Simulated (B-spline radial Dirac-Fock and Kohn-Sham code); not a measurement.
## Ir³⁶⁺: scattering cross sections and density moments

System: iridium as Ir³⁶⁺, configuration [Kr] 4d5.

The run's input, task.json:

```json
{"items": [{
  "Z": 77,
  "q": 36,
  "cfg": [[1, 0, 2], [2, 0, 2], [2, 1, 6], [3, 0, 2], [3, 1, 6], [3, 2, 10], [4, 0, 2], [4, 1, 6], [4, 2, 5]],
  "A": 193,
  "rrms": 5.4032,
  "do": ["scatter"],
  "s": [0.0, 0.03, 0.04, 0.05, 0.07, 0.08, 0.11, 0.14, 0.18, 0.24, 0.3, 0.39, 0.51, 0.66, 0.85, 1.1, 1.43, 1.84, 2.39, 3.09, 3.99, 5.16, 6.68],
  "pz": [0, 0.1, 0.2, 0.3, 0.4, 0.5, 0.6, 0.8, 1.0, 1.2, 1.4, 1.6, 1.8, 2.0, 2.5, 3.0, 4.0, 5.0, 7.0, 10.0, 15.0, 20.0, 30.0, 40.0, 60.0, 100.0],
  "hv_scatter": [1000, 2000, 5000, 10000, 17479.3, 30000, 50000, 200000]
}]}
```

Launch: `python xray_run.py task.json out`

These are calculated numbers from a radial finite-basis atomic code; the model is relativistic Hartree-Fock (Dirac-Fock) wave functions, averaged over the configuration.

| Quantity | Value |
| --- | --- |
| Sum of ⟨r⟩ | 9.012 bohr |
| Sum of ⟨r²⟩ | 3.095 bohr² |
| Sum of ⟨1/r⟩ | 526.39 per bohr |
| Langevin diamagnetic susceptibility | -2.45 × 10⁻⁶ cm³/mol |
| Lamb shielding (α²/3)Σ⟨1/r⟩ | 9344 ppm |

Coherent scattering is the Thomson cross section weighted by f₀², without anomalous dispersion; incoherent scattering is Klein-Nishina weighted by S. The Lamb formula is the non-relativistic shielding expression. Electron correlation is left out. A dash stands where the photon energy is too low for the impulse approximation behind that column.

```tsv
hν (keV)	coherent (b)	incoherent (b)	incoherent per electron (b)
1	1114	–	–
2	1102	–	–
5	1025	–	–
10	820.4	3.063	0.0747
17.4793	543.4	6.185	0.151
30	306.7	9.860	0.240
50	153.6	12.93	0.315
200	15.75	14.65	0.357
```
